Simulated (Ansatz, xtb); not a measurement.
# Two structures of BClGaH3S

We compare X, `B[S][GaH][Cl]`, a singlet, with Y, a singlet given by its coordinates. Both are isolated molecules in the gas phase, relaxed with B3LYP-D3(BJ)/def2-SVP; the shapes shown needn't be the lowest conformers.

X (Å):

```yaml
atoms:
  - { symbol: B, position_ang: [-0.7075, 1.4079, 0.4514] }
  - { symbol: Cl, position_ang: [0.4564, -3.3035, -0.9810] }
  - { symbol: Ga, position_ang: [0.6211, -1.2323, -0.3953] }
  - { symbol: S, position_ang: [-1.3272, -0.2191, 0.0213] }
  - { symbol: H, position_ang: [0.4700, 1.6595, 0.4488] }
  - { symbol: H, position_ang: [-1.5273, 2.2376, 0.7432] }
  - { symbol: H, position_ang: [2.0145, -0.5501, -0.2884] }
```

Y (Å):

| atom | x (Å) | y (Å) | z (Å) |
| --- | --- | --- | --- |
| B | 0.4862 | -1.3352 | -0.4146 |
| Cl | 0.6227 | -3.0194 | -0.9061 |
| Ga | -0.5860 | 1.4662 | 0.4585 |
| S | -1.1451 | -0.6343 | -0.1110 |
| H | 0.9306 | 1.8405 | 0.4700 |
| H | -1.8064 | 2.3827 | 0.7997 |
| H | 1.4981 | -0.7005 | -0.2965 |

Close contacts (Å): B1–Cl2 1.76, B1–S4 1.80, Ga3–S4 2.25, B1–H7 1.20, Ga3–H5 1.56, Ga3–H6 1.56.

Quicker runs give these differences E(Y) − E(X): GFN2-xTB +1.389 eV; HF/STO-3G +1.001 eV (at GFN2-xTB geometries); r2SCAN-D4/def2-SVP +0.287 eV (at GFN2-xTB geometries).

Problem. Estimate E(Y) − E(X) at the level CCSD(T)/def2-SVP + ΔMP2/def2-TZVPP.

Solution. Calculated at CCSD(T)/def2-SVP + ΔMP2/def2-TZVPP: E(Y) − E(X) = +0.381 eV, so structure X lies lower.

The same difference at several levels:

| level | geometry | E(Y) − E(X) (eV) | departure from the last row (eV) | job, with rough time for the two |
| --- | --- | --- | --- | --- |
| GFN2-xTB | GFN2-xTB | +1.389 | +1.009 | optimisation, 0.12 s |
| HF/STO-3G | GFN2-xTB | +1.001 | +0.620 | single point, 0.48 s |
| r2SCAN-D4/def2-SVP | GFN2-xTB | +0.287 | −0.094 | single point, 1.7 s |
| B3LYP-D3(BJ)/def2-SVP | B3LYP-D3(BJ)/def2-SVP | +0.313 | −0.068 | optimisation, 18 s |
| HF/def2-SVP | B3LYP-D3(BJ)/def2-SVP | +0.476 | +0.095 | part of the CCSD(T) run |
| MP2/def2-SVP | B3LYP-D3(BJ)/def2-SVP | +0.310 | −0.071 | part of the CCSD(T) run |
| CCSD(T)/def2-SVP | B3LYP-D3(BJ)/def2-SVP | +0.324 | −0.057 | single point |
| CCSD(T)/def2-SVP + ΔMP2/def2-TZVPP | B3LYP-D3(BJ)/def2-SVP | +0.381 |  | single point, 9.9 s |

None of the levels shown reverses the order. The largest departure from CCSD(T)/def2-SVP + ΔMP2/def2-TZVPP is that of GFN2-xTB, 1.009 eV. The last row adds to CCSD(T) the change of the MP2 difference between the two basis sets, here +0.057 eV.

With harmonic frequencies from B3LYP-D3(BJ)/def2-SVP (ideal gas, rigid rotor, one conformer each, 298.15 K, 1 atm): on the last row, ΔE + ΔZPE = +0.342 eV. A mode under 50 cm⁻¹ makes harmonic enthalpies and free energies unreliable, so none is given.

The correlated steps freeze 20 core orbitals; the filled d shell of Ga is correlated, in a basis made for valence electrons. Programs: Ansatz 0.2.0, xtb 6.7.1; the last row on 2 threads of Intel(R) Xeon(R) 6975P-C (Granite Rapids) on a shared host.
